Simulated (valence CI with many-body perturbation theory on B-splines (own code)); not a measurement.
**Gd²⁴⁺: M1 decay**

Level of theory: relativistic CI+MBPT: four valence electrons over a frozen Dirac-Fock core [Kr], radial functions for each j: 9 s, 9 p, 10 d, 8 f, 5 g, 3 h, 1 i, with the one-electron correlation potential Σ1, the two-electron term Σ2, the three-electron term Σ3, Breit, model QED; selected CI, second order for the rest (own B-spline code, finite nucleus).

No measured spectrum was set against this ion. As an estimate, terms of the open shell hold to 2 to 4 % of their energy, and close levels can change places. Only levels of the ground parity were solved; by the run's estimate the other parity begins above the list, which can be wrong where configurations are misplaced.

Lines 51 to 100 of 120 in falling wavelength, among levels below 46.999 eV, chosen from the decays that carry over 1 % of a level's rate. Wavelengths and rates use the calculated energies, so an error of 3000 cm⁻¹ moves a line at 151.7 nm by 4.6 % and its rate by three times that or more. S is in atomic units (e²a₀⁴ for E2 and M2, e²a₀⁶ for E3), for M1 in squared Bohr magnetons. Weak lines are less certain than strong ones. Lines between different terms over intervals too small for the method are left out, as are lines whose strength nearly cancels. The highest levels of a list are the least certain.

Levels are named by their leading jj configuration (3d3/2^4 stands for four electrons in 3d with j = 3/2), which in mixed levels can hold well under half, so a name can repeat and another be missing. Letters in brackets count levels of one name in rising energy.

```
λ vac (nm)                      Upper                      Lower  Type   A (s⁻¹)  S (a.u.)
     152.1  (4d3/2^2 4d5/2^2) J=0 [a]        (4d3/2^3 4d5/2) J=1    M1  1.07e+04  1.40e+00
     151.7        (4d3/2 4d5/2^3) J=5      (4d3/2^2 4d5/2^2) J=5    M1  1.34e+03  1.91e+00
     146.6  (4d3/2^2 4d5/2^2) J=4 [c]      (4d3/2^2 4d5/2^2) J=5    M1  2.08e+02  2.18e-01
     143.8      (4d3/2^2 4d5/2^2) J=1        (4d3/2^3 4d5/2) J=2    M1  4.85e+03  1.60e+00
     142.8        (4d3/2 4d5/2^3) J=6      (4d3/2^2 4d5/2^2) J=5    M1  2.31e+03  3.25e+00
     141.8    (4d3/2 4d5/2^3) J=2 [a]  (4d3/2^2 4d5/2^2) J=2 [b]    M1  1.04e+03  5.50e-01
     141.6    (4d3/2 4d5/2^3) J=2 [a]  (4d3/2^2 4d5/2^2) J=3 [b]    M1  1.84e+03  9.69e-01
     140.8  (4d3/2^2 4d5/2^2) J=4 [b]        (4d3/2^3 4d5/2) J=3    M1  4.55e+02  4.23e-01
     139.5  (4d3/2^2 4d5/2^2) J=2 [d]      (4d3/2^2 4d5/2^2) J=1    M1  8.27e+01  4.17e-02
     139.4    (4d3/2 4d5/2^3) J=3 [b]  (4d3/2^2 4d5/2^2) J=2 [b]    M1  1.18e+03  8.29e-01
     139.1    (4d3/2 4d5/2^3) J=3 [b]  (4d3/2^2 4d5/2^2) J=3 [b]    M1  2.26e+03  1.58e+00
     139.1    (4d3/2 4d5/2^3) J=4 [b]    (4d3/2 4d5/2^3) J=3 [a]    M1  7.07e+02  6.35e-01
     136.0  (4d3/2^2 4d5/2^2) J=3 [b]        (4d3/2^3 4d5/2) J=3    M1  2.20e+02  1.43e-01
     135.7  (4d3/2^2 4d5/2^2) J=2 [b]        (4d3/2^3 4d5/2) J=3    M1  1.84e+01  8.53e-03
     134.7  (4d3/2^2 4d5/2^2) J=4 [b]        (4d3/2^3 4d5/2) J=4    M1  3.88e+01  3.16e-02
     134.5    (4d3/2 4d5/2^3) J=3 [b]  (4d3/2^2 4d5/2^2) J=4 [b]    M1  8.56e+02  5.40e-01
     134.3    (4d3/2 4d5/2^3) J=3 [c]  (4d3/2^2 4d5/2^2) J=2 [c]    M1  1.32e+03  8.31e-01
     132.6    (4d3/2 4d5/2^3) J=1 [b]  (4d3/2^2 4d5/2^2) J=2 [c]    M1  1.96e+03  5.07e-01
     131.9    (4d3/2 4d5/2^3) J=2 [b]    (4d3/2 4d5/2^3) J=3 [a]    M1  1.53e+03  6.53e-01
     130.4  (4d3/2^2 4d5/2^2) J=3 [b]        (4d3/2^3 4d5/2) J=4    M1  2.27e+03  1.31e+00
     130.1    (4d3/2 4d5/2^3) J=1 [a]  (4d3/2^2 4d5/2^2) J=2 [a]    M1  4.03e+03  9.86e-01
     129.6  (4d3/2^2 4d5/2^2) J=2 [a]        (4d3/2^3 4d5/2) J=1    M1  4.29e+03  1.73e+00
     127.8  (4d3/2^2 4d5/2^2) J=4 [c]  (4d3/2^2 4d5/2^2) J=3 [a]    M1  1.52e+03  1.06e+00
     124.8    (4d3/2 4d5/2^3) J=3 [c]    (4d3/2 4d5/2^3) J=4 [a]    M1  1.00e+03  5.06e-01
     124.5        (4d3/2 4d5/2^3) J=0      (4d3/2^2 4d5/2^2) J=1    M1  6.62e+03  4.74e-01
     121.2        (4d3/2 4d5/2^3) J=5  (4d3/2^2 4d5/2^2) J=4 [a]    M1  5.95e+02  4.32e-01
     120.3    (4d3/2 4d5/2^3) J=2 [b]  (4d3/2^2 4d5/2^2) J=2 [c]    M1  1.87e+03  6.03e-01
     118.6  (4d3/2^2 4d5/2^2) J=3 [b]        (4d3/2^3 4d5/2) J=2    M1  1.56e+02  6.76e-02
     118.4  (4d3/2^2 4d5/2^2) J=2 [b]        (4d3/2^3 4d5/2) J=2    M1  3.68e+02  1.13e-01
     117.9  (4d3/2^2 4d5/2^2) J=4 [c]  (4d3/2^2 4d5/2^2) J=4 [a]    M1  2.31e+03  1.26e+00
     117.8    (4d3/2 4d5/2^3) J=4 [b]    (4d3/2 4d5/2^3) J=4 [a]    M1  4.63e+03  2.53e+00
     117.0    (4d3/2 4d5/2^3) J=2 [a]      (4d3/2^2 4d5/2^2) J=1    M1  1.77e+03  5.25e-01
     115.3  (4d3/2^2 4d5/2^2) J=2 [d]  (4d3/2^2 4d5/2^2) J=3 [a]    M1  6.08e+01  1.73e-02
     115.1  (4d3/2^2 4d5/2^2) J=2 [d]  (4d3/2^2 4d5/2^2) J=2 [a]    M1  5.47e+01  1.55e-02
     113.2    (4d3/2 4d5/2^3) J=1 [a]  (4d3/2^2 4d5/2^2) J=0 [a]    M1  5.04e+03  8.14e-01
     104.4    (4d3/2 4d5/2^3) J=4 [a]        (4d3/2^3 4d5/2) J=3    M1  1.30e+03  4.95e-01
     99.52    (4d3/2 4d5/2^3) J=2 [a]  (4d3/2^2 4d5/2^2) J=3 [a]    M1  2.91e+03  5.31e-01
     98.59  (4d3/2^2 4d5/2^2) J=2 [c]        (4d3/2^3 4d5/2) J=3    M1  6.24e+03  1.11e+00
     98.31    (4d3/2 4d5/2^3) J=3 [b]  (4d3/2^2 4d5/2^2) J=3 [a]    M1  8.77e+02  2.16e-01
     98.11    (4d3/2 4d5/2^3) J=3 [b]  (4d3/2^2 4d5/2^2) J=2 [a]    M1  1.26e+02  3.08e-02
     96.93    (4d3/2 4d5/2^3) J=1 [b]  (4d3/2^2 4d5/2^2) J=2 [b]    M1  2.30e+02  2.33e-02
     95.38    (4d3/2 4d5/2^3) J=3 [c]  (4d3/2^2 4d5/2^2) J=4 [b]    M1  1.90e+02  4.27e-02
     93.36    (4d3/2 4d5/2^3) J=4 [b]  (4d3/2^2 4d5/2^2) J=3 [b]    M1  1.43e+03  3.87e-01
     93.13  (4d3/2^2 4d5/2^2) J=2 [b]        (4d3/2^3 4d5/2) J=1    M1  3.93e+02  5.88e-02
     92.38    (4d3/2 4d5/2^3) J=3 [b]  (4d3/2^2 4d5/2^2) J=4 [a]    M1  1.08e+03  2.20e-01
     91.95    (4d3/2 4d5/2^3) J=3 [a]        (4d3/2^3 4d5/2) J=3    M1  4.56e+02  9.21e-02
     89.10  (4d3/2^2 4d5/2^2) J=2 [c]        (4d3/2^3 4d5/2) J=2    M1  1.02e+03  1.33e-01
     84.66    (4d3/2 4d5/2^3) J=1 [b]      (4d3/2^2 4d5/2^2) J=1    M1  9.86e+02  6.66e-02
     83.64    (4d3/2 4d5/2^3) J=3 [a]        (4d3/2^3 4d5/2) J=2    M1  1.12e+03  1.71e-01
     81.98  (4d3/2^2 4d5/2^2) J=4 [c]        (4d3/2^3 4d5/2) J=3    M1  3.64e+02  6.69e-02
```
